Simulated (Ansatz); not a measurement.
Gas-phase electronic energies from Ansatz, PBE0-D4/def2-TZVP geometries. CBS: MP2 limit from def2 TZ/QZ plus the TZ coupled-cluster correction, frozen cores. Double bonds are as drawn, so ΔE can hold a change between cis and trans. One conformer a species, not always the lowest.

`C/C=C(\F)[SiH3]` + `CB(F)F` → `FB(F)C[SiH3]` + `C/C=C\F`  (formal exchange of groups at the Si–C bond)

`C/C=C(\F)[SiH3]`:

Cartesian coordinates in Å:
```
C 1.371 0.720 -1.422
C 0.516 -0.145 -0.564
C -0.329 0.276 0.371
F -0.456 1.611 0.599
Si -1.408 -0.797 1.457
H 1.234 1.775 -1.189
H 1.138 0.564 -2.479
H 2.427 0.469 -1.290
H 0.575 -1.220 -0.702
H -1.152 -2.211 1.083
H -1.076 -0.579 2.888
H -2.841 -0.465 1.249
```

`CB(F)F`:

```xyz
7

C    -0.071   -0.694    0.061
B     0.065    0.847   -0.098
F    -0.887    1.599   -0.625
F     1.151    1.489    0.301
H    -0.976   -1.088   -0.399
H     0.799   -1.200   -0.366
H    -0.081   -0.953    1.125
```

`FB(F)C[SiH3]`:

```xyz
10

F     2.079   -1.214   -0.504
B     1.520   -0.252    0.213
F     2.284    0.798    0.472
C     0.049   -0.332    0.685
Si   -1.153    0.390   -0.578
H    -0.093    0.231    1.611
H    -0.251   -1.370    0.845
H    -0.838    1.821   -0.825
H    -2.541    0.282   -0.059
H    -1.056   -0.353   -1.860
```

`C/C=C\F`:

Z-matrix (Å, degrees):
```
C
C 1 1.489
H 1 1.094 2 110.9
H 1 1.094 2 110.9 3 118.6
H 1 1.090 2 111.5 3 -120.7
C 2 1.320 1 125.7 3 120.9
H 2 1.085 1 118.7 3 -59.1
F 6 1.342 2 122.5 1 -0.0
H 6 1.083 2 125.4 1 180.0
```

| species | CCSD(T)/CBS(def2) energy (Eh) |
| --- | --- |
| `C/C=C(\F)[SiH3]` | -507.20796 |
| `CB(F)F` | -264.37561 |
| `FB(F)C[SiH3]` | -554.65712 |
| `C/C=C\F` | -216.92917 |

**Question.** Work out ΔE.

**Answer.** ΔE = (-554.65712) + (-216.92917) − (-507.20796) − (-264.37561) = -0.00272 Eh = -0.07 eV.

Largest T1 diagnostic among the species: 0.012.
